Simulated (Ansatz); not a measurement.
`[Cl][Ge][Br]` + `CNC` → `C[N](C)[Ge][Cl]` + HBr at 700 K and 1 bar (ligand exchange at a Ge–Br bond).

Program: Ansatz. Geometries: PBE0-D4/def2-TZVP. ΔE: electronic, gas phase. CCSD(T)/CBS is the MP2 limit (def2-TZVPP, def2-QZVPP) plus CCSD(T) − MP2 in def2-TZVPP, frozen cores. For Br, Ge outer-core shells are correlated without core-valence functions, which leaves a few kJ/mol of doubt a bond. Scalar relativity is left out up to krypton. One conformer a species, not always the lowest.

```json
{"species": "`[Cl][Ge][Br]`", "CCSD(T)/CBS energy (Eh)": "-5109.28758", "H − E (kJ/mol)": "41.3", "S (J/(mol·K))": "360.9"}
{"species": "`CNC`", "CCSD(T)/CBS energy (Eh)": "-135.00321", "H − E (kJ/mol)": "296.9", "S (J/(mol·K))": "352.4"}
{"species": "`C[N](C)[Ge][Cl]`", "CCSD(T)/CBS energy (Eh)": "-2670.35761", "H − E (kJ/mol)": "295.9", "S (J/(mol·K))": "469.4"}
{"species": "HBr", "CCSD(T)/CBS energy (Eh)": "-2573.91920", "H − E (kJ/mol)": "36.5", "S (J/(mol·K))": "223.7"}
```

H − E and S are ideal-gas, rigid-rotor, harmonic terms from PBE0-D4/def2-TZVP, for one conformer and one mirror image of each species. 1 Eh = 2625.50 kJ/mol, R = 8.31446 J/(mol·K).

**Question.** By hand: ΔE, ΔH, ΔS and ΔG.

**Answer.** ΔE = (-2670.35761) + (-2573.91920) − (-5109.28758) − (-135.00321) = 0.01398 Eh = 36.7 kJ/mol. Δ(H − E) = 295.9 + 36.5 − 41.3 − 296.9 = -5.8, so ΔH = 30.9 kJ/mol. ΔS = 469.4 + 223.7 − 360.9 − 352.4 = -20.2 J/(mol·K). ΔG = 30.9 − 700 × (-20.2)/1000 = 45.0 kJ/mol.

**Question.** By hand: the equilibrium constant, and the temperature at which ΔG would vanish if ΔH and ΔS stayed fixed.

**Answer.** log₁₀ K = −ΔG/(RT ln 10) = -3.4. ΔH and −TΔS have one sign here, so there is no such temperature.

TΔS isn't small against ΔH here. A doubt of 5 kJ/mol in ΔE shifts log₁₀ K by 0.4 here. Other conformers and mirror images would add mixing entropy, several J/(mol·K) or more a flexible species. These are equilibria of isolated gas molecules and say nothing of rates. Largest T1 diagnostic: 0.014 (customary marks: 0.02 for closed shells, 0.045 for open ones).
